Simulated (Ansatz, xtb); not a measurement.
**Two structures of GaH7O2Si2**

We compare X, a singlet given by its coordinates, with Y, `[SiH3][O][GaH][O][SiH3]`, a singlet. Both are isolated molecules in the gas phase, relaxed with PBE0-D4/def2-SVP; the shapes shown needn't be the lowest conformers.

X (Å):

```xyz
12

Ga    0.1424   -1.7154    0.4364
O    -0.9332   -0.1556   -0.7864
O     1.4085   -0.3831    0.0834
Si   -2.5064    0.0126   -1.3646
Si    0.5727    0.6964   -0.7923
H    -2.4840    0.1257   -2.8511
H    -3.2482   -1.2068   -0.9440
H    -3.1291    1.2331   -0.7768
H     0.3500    2.0279   -0.1608
H     0.9985    0.8672   -2.2102
H    -0.5348   -1.6141    1.8423
H     0.2143   -2.9511   -0.5191
```

Close contacts (Å): Ga1–O2 2.26, Ga1–O3 1.87, Ga1–Si5 2.74, O2–Si4 1.68, O2–Si5 1.73, O3–Si5 1.62, Ga1–H11 1.56, Ga1–H12 1.56, Si4–H6 1.49, Si4–H7 1.49, Si4–H8 1.49, Si5–H9 1.49, Si5–H10 1.49.

Y (Å):

```
atom    x (Å)    y (Å)    z (Å)
  Ga   0.6567  -1.7614   0.4773
   O  -0.8495  -1.0993   1.1414
   O   1.5186  -0.7029  -0.6566
  Si  -1.8115   0.2483   1.1248
  Si   1.4308   0.7726  -1.4024
   H  -0.9874   1.4990   1.1479
   H  -2.6704   0.2731  -0.0991
   H  -2.6898   0.2321   2.3317
   H   1.1805  -3.1584   0.8580
   H   2.0316   1.8359  -0.5397
   H   2.1809   0.7135  -2.6917
   H   0.0095   1.1476  -1.6917
```

Estimate which is lower in electronic energy at CCSD(T)/def2-SVP + ΔMP2/def2-TZVPP, and by roughly how much.

The CCSD(T)/def2-SVP + ΔMP2/def2-TZVPP calculation puts structure X lower, by 0.448 eV.

Level by level:

```
                             level          geometry  E(Y) − E(X) (eV)  departure from the last row (eV)  job, with rough time for the two
                  PBE0-D4/def2-SVP  PBE0-D4/def2-SVP              +0.420                            −0.028                optimisation, 84 s
                       HF/def2-SVP  PBE0-D4/def2-SVP              +0.281                            −0.167           part of the CCSD(T) run
                      MP2/def2-SVP  PBE0-D4/def2-SVP              +0.352                            −0.096           part of the CCSD(T) run
                  CCSD(T)/def2-SVP  PBE0-D4/def2-SVP              +0.354                            −0.093                      single point
CCSD(T)/def2-SVP + ΔMP2/def2-TZVPP  PBE0-D4/def2-SVP              +0.448                                                  single point, 85 s
```

None of the levels shown reverses the order. The largest departure from CCSD(T)/def2-SVP + ΔMP2/def2-TZVPP is that of HF/def2-SVP, 0.167 eV. Levels run at GFN2-xTB geometries aren't shown. The last row adds to CCSD(T) the change of the MP2 difference between the two basis sets, here +0.093 eV.

With thermal terms from frequencies at re-optimised GFN2-xTB minima (ideal gas, soft modes damped towards free rotors, one conformer each, 298.15 K, 1 atm): on the last row, ΔE + ΔZPE = +0.420, ΔH = +0.453, ΔG = +0.349 eV.

The correlated steps freeze 21 core orbitals; the filled d shell of Ga is correlated, in a basis made for valence electrons. Programs: Ansatz 0.2.0, xtb 6.7.1; the last row on 2 threads of Arm Neoverse V2 on a shared host.
